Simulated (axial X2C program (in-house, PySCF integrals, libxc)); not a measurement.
# Outer orbitals of BSe at 1.741 Å, LDA

Calculated with an in-house relativistic program for diatomic molecules. Spin-free means the one-electron spin-free X2C Hamiltonian; two-component (2c) means X2C with spin–orbit coupling and atomic mean-field two-electron Coulomb and Gaunt terms, so the difference of the two also holds small scalar two-electron terms. Basis: Se dyall-cv3z [8s9p6d4f1g], B dyall-v3z [7s6p2d1f] (cores contracted in-house); Gaussian nuclei, density fitting, unrestricted open shells. Masses: Se 79.917 u, B 11.009 u.

The distance is close to the 2c PBE0 minimum; the highest filled and lowest empty levels are listed.

Spin-free orbitals, state M_S = 1/2, Λ = 0 (beyond evenly filled blocks: σα) (Löwdin shares):

```tsv
symmetry	occupied	ε (eV)	atomic character
σα	yes	-18.53	62% Se s, 16% B s, 16% B p
σβ	yes	-18.40	63% Se s, 16% B p, 15% B s
σα	yes	-10.70	51% Se p, 33% B s, 10% Se s
σβ	yes	-10.19	58% Se p, 25% B s, 10% Se s
π+α	yes	-7.36	63% Se p, 32% B p, 4% B d
π-α	yes	-7.36	63% Se p, 32% B p, 4% B d
π+β	yes	-7.20	69% Se p, 25% B p, 5% B d
π-β	yes	-7.20	69% Se p, 25% B p, 5% B d
σα	yes	-7.07	53% B p, 25% B s, 17% Se p
σβ	no	-5.14	46% B p, 37% B s, 11% Se p
π+α	no	-2.89	57% B p, 26% Se p, 10% Se d
π-α	no	-2.89	57% B p, 26% Se p, 10% Se d
π-β	no	-2.14	63% B p, 20% Se p, 12% Se d
π+β	no	-2.14	63% B p, 20% Se p, 12% Se d
```

Spinors with spin–orbit coupling (state Ω = 1/2):

```csv
ω,occupied,ε (eV),atomic character,λ mixture
1/2,yes,-18.53,"62% Se s, 16% B s, 16% B p",100% σ
-1/2,yes,-18.40,"63% Se s, 16% B p, 15% B s",100% σ
1/2,yes,-10.71,"51% Se p, 32% B s, 10% Se s",100% σ
-1/2,yes,-10.20,"59% Se p, 24% B s, 10% Se s",100% σ
-1/2,yes,-7.44,"64% Se p, 31% B p, 4% B d",100% π
1/2,yes,-7.32,"64% Se p, 27% B p, 4% B d","89% π, 11% σ"
3/2,yes,-7.27,"62% Se p, 34% B p, 4% B d",100% π
-3/2,yes,-7.10,"68% Se p, 26% B p, 5% B d",100% π
1/2,yes,-7.03,"50% B p, 23% Se p, 22% B s","89% σ, 11% π"
-1/2,no,-5.13,"46% B p, 37% B s, 11% Se p",100% σ
-1/2,no,-2.93,"58% B p, 25% Se p, 10% Se d",100% π
3/2,no,-2.85,"56% B p, 27% Se p, 10% Se d",100% π
1/2,no,-2.16,"64% B p, 19% Se p, 12% Se d",100% π
```

Q: How does the gap between the highest filled and lowest empty level change from the spin-free to the 2c table?

A: From 1.93 to 1.90 eV at LDA, a change of -0.03 eV.

Mulliken charges and populations of the two-component result (they depend on the basis, above all on diffuse functions):

Se 0.05 e (s 7.85 p 16.06 d 10.04 f 0.01), B -0.05 e (s 3.34 p 1.63 d 0.07 f 0.01). ⟨Lz⟩ = 0.00 ħ and ⟨Sz⟩ = 0.50 ħ (-0.02 and 0.52 on the two atoms), which add up to Ω.

The state is one determinant whose occupation by symmetry is held fixed; it was picked as the lowest of a PBE0 search that is not exhaustive. Density functionals use the spin component along the axis (collinear).
